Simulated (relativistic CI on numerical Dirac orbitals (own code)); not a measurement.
d3 in a ligand field

Computed with a parametric ligand-field model of a d^n configuration (Racah B and C, spin-orbit zeta, crystal field), exact diagonalisation.

Field parameters in Wybourne normalisation: D3d B²₀ = −7Dσ, B⁴₀ = −14Dq − 21Dτ, B⁴₃ = −14√(10/7) Dq; D4h B²₀ = −7Ds, B⁴₀ = 21(Dq − Dt), B⁴₄ = 21√(5/14) Dq; Oh B⁴₀ = 21Dq, B⁴₄ = √(5/14) B⁴₀; Td as Oh with Dq negative (B⁴₀ = 21Dq, B⁴₄ = √(5/14) B⁴₀). The field is a parameter set, without covalency.

Task: Ground term and bands for B = 830, C = 3510, ζ = 0 cm⁻¹, D3d, 10Dq = 8950, Dσ = -790, Dτ = 100 cm⁻¹?

Result: Ground term 4A2 with 0.01 electrons in the two orbitals of the cubic e set. Spin-allowed: 4E 9149 cm⁻¹ (1093 nm), 4A1 10111 cm⁻¹ (989 nm), 4A2 14438 cm⁻¹ (693 nm), 4E 15911 cm⁻¹ (628 nm). Lowest spin-forbidden: 2E 15982 cm⁻¹ (626 nm), 2E 16760 cm⁻¹ (597 nm), 2A2 17420 cm⁻¹ (574 nm).

Task: Ground term and bands for B = 410, C = 1520, ζ = 0 cm⁻¹, Oh, 10Dq = 3250 cm⁻¹?

Result: Ground term 4A2 with 0.00 electrons in the two orbitals of the cubic e set. Spin-allowed: 4T2 3250 cm⁻¹ (3077 nm), 4T1 5480 cm⁻¹ (1825 nm), 4T1 10420 cm⁻¹ (960 nm). Lowest spin-forbidden: 2E 7210 cm⁻¹ (1387 nm), 2T1 7581 cm⁻¹ (1319 nm), 2A1 9450 cm⁻¹ (1058 nm). With an A2 ground term the first spin-allowed band lies at |10Dq| itself.

Task: Ground term and bands for B = 340, C = 1270, ζ = 0 cm⁻¹, D4h, 10Dq = 19950, Ds = 3000, Dt = 450 cm⁻¹?

Result: Ground term 4B1 with 0.00 electrons in the two orbitals of the cubic e set. Spin-allowed: 4A2 9644 cm⁻¹ (1037 nm), 4E 13246 cm⁻¹ (755 nm), 4B2 19950 cm⁻¹ (501 nm), 4E 29144 cm⁻¹ (343 nm). Lowest spin-forbidden: 2E 1749 cm⁻¹, 2A1 6246 cm⁻¹ (1601 nm), 2B1 6539 cm⁻¹ (1529 nm).

Task: A d3 ion in Oh symmetry has the ground term 4A2 and bands at 4T2 7000 cm⁻¹ (1429 nm), 2E 8688 cm⁻¹ (1151 nm), 2T1 9188 cm⁻¹ (1088 nm), 4T1 11000 cm⁻¹ (909 nm), 2T2 12490 cm⁻¹ (801 nm), 4T1 17500 cm⁻¹ (571 nm). Which parameters reproduce them?

Result: B = 500, C = 1750, ζ = 0 cm⁻¹, Oh, 10Dq = 7000 cm⁻¹.

Task: Ground term and bands for B = 610, C = 2990, ζ = 0 cm⁻¹, Td, 10Dq = -3100 cm⁻¹?

Result: Ground term 4T1 with 1.88 electrons in the two orbitals of the cubic e set. Spin-allowed: 4T2 2618 cm⁻¹, 4A2 5718 cm⁻¹ (1749 nm), 4T1 11286 cm⁻¹ (886 nm). Lowest spin-forbidden: 2E 10170 cm⁻¹ (983 nm), 2T1 12229 cm⁻¹ (818 nm), 2T2 12258 cm⁻¹ (816 nm).
